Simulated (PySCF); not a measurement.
C3H9S, SMILES C[S+](C)C, charge +1.

Geometry: B3LYP-D3(BJ)/def2-SVP.

Two levels are set side by side: PBE/def2-TZVP (PySCF) and B3LYP/def2-TZVP (PySCF). Same geometry, gas phase. Differences are taken from unrounded values.

```json
[
 {"quantity": "orbital gap (eV)", "B3LYP": "9.02"},
 {"quantity": "highest occupied level (eV)", "B3LYP": "-14.02"},
 {"quantity": "lowest empty level (eV)", "B3LYP": "-5.00"},
 {"quantity": "mean polarisability (bohr³)", "B3LYP": "53.2"}
]
```

Q: What does PBE give, and how far is it from B3LYP? (Estimate from the structure and the level; the computed values follow.)

A: 
```tsv
quantity	PBE	PBE minus B3LYP
orbital gap (eV)	7.12	-1.90
highest occupied level (eV)	-12.95	1.07
lowest empty level (eV)	-5.82	-0.83
mean polarisability (bohr³)	54.0	0.8
```

Without exact exchange PBE keeps part of each electron's self-repulsion, which lifts occupied levels and narrows the gap. Differences between two approximate levels are no errors against the true value.

Rough cost on one machine, each run with all the roots and properties that it gave: B3LYP against PBE within a factor of 2.
